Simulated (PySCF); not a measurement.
H4P2, SMILES PP (connectivity only; charge and spin as stated), charge +1, multiplicity 2.

Geometry: B3LYP-D3(BJ)/def2-TZVP. The spin state was assumed, not searched.

Level of theory: B3LYP-D3(BJ)/def2-TZVP run with PySCF.

Frequencies are harmonic and unscaled.

```csv
mode,ν (cm⁻¹),IR (km/mol),moving atoms (share of kinetic energy)
1,279,4.0,H 98 %
2,389,135.5,H 94 %
3,477,0.0,P 94 %
4,566,9.0,H 100 %
5,805,0.0,"H 88 %, P 12 %"
6,823,0.0,"H 92 %, P 8 %"
7,1060,66.7,H 96 %
8,1061,0.3,H 96 %
9,2429,0.0,H 98 %
10,2433,12.5,H 98 %
11,2459,0.0,H 96 %
12,2468,8.2,H 96 %
```
